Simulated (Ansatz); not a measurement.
Cost and result for the atomization energy of Cl$_{3}$H$_{3}$SiSn, SMILES `Cl[Si](Cl)(Cl)[SnH3]` (8 atoms, 7 bonds).

Charge 0, multiplicity 1. Correlated methods include outer-core shells of Sn, which these sets cover unevenly. Sn takes the def2 core potential. Geometry: relaxed with PBE0-D4/def2-TZVP. Program: Ansatz. All runs use 4 threads of an Intel Xeon on a shared host. Times are those of one run each, without the atoms' runs, and a repeat can differ threefold. Electronic energies, without spin–orbit coupling; frozen cores. CCSD(T)/CBS adds CCSD(T) − MP2 in def2-TZVPP to the MP2 limit, and its time is that of the two runs behind it. T1 = 0.012. With those shells the extrapolation isn't a true limit. B3LYP takes the VWN-RPA correlation (the form of Gaussian; ORCA's B3LYP/G). HSE06 is the plane-wave form, built on full-range PBE exchange.

CCSD(T)/CBS is a level of theory with its own doubt, some kJ/mol a heavy atom from the limit and from the frozen cores, so smaller differences don't rank the functionals.

```csv
level,functions,wall time,atomization (kcal/mol),difference from CCSD(T)/CBS,per bond
revPBE-D4/def2-TZVPP,260,6.5 s,514.2,-15.3,-2.2
HSE06-D4/def2-TZVPP,260,13 s,523.2,-6.3,-0.9
CCSD(T)/def2-SVP,113,14 s,473.1,-56.4,-8.0
CAM-B3LYP-D4/def2-TZVPP,260,14 s,518.4,-11.1,-1.6
r2SCANh-D4/def2-TZVPP,260,17 s,525.8,-3.7,-0.5
B3LYP-D4/def2-TZVPP (with forces),260,18 s,515.8,-13.7,-2.0
B97M-V/def2-TZVPP,260,19 s,540.4,10.9,1.6
B2PLYP/def2-TZVPP,260,19 s,509.2,-20.3,-2.9
ωB97X-V/def2-TZVPP,260,21 s,532.1,2.6,0.4
PBE-QIDH/def2-TZVPP,260,22 s,522.3,-7.2,-1.0
MP2/def2-QZVPP,452,44 s,529.3,-0.2,0.0
CCSD(T)/def2-TZVPP,260,5.8 min,509.6,-19.9,-2.8
CCSD(T)/CBS(def2),–,6.6 min,529.5,0.0,0.0
```

From PBE to PBE0 (25 % exact exchange), in def2-TZVPP and without D4, the atomization energy moves by −2.7 kcal/mol: exact exchange takes away binding that semilocal exchange gives to molecules. In def2-TZVPP, CCSD(T) changes the Hartree–Fock value by +129.7 kcal/mol (the triples alone add +10.5 kcal/mol) and MP2 by +137.6 kcal/mol; breaking electron pairs costs correlation energy, which Hartree–Fock lacks. The D4 term adds +12.7 kcal/mol with B3LYP and +6.7 kcal/mol with PBE0; it sums over pairs of atoms, weighted by their polarisabilities, and B3LYP, whose exchange is more repulsive, gets the larger term.

Spin–orbit coupling would lower the free Sn atoms strongly, and the atomization energy with them, by more than many differences here. For some Ge, Se and Sn compounds the MP2-based and the directly extrapolated limit differ by 10 to 25 kJ/mol.
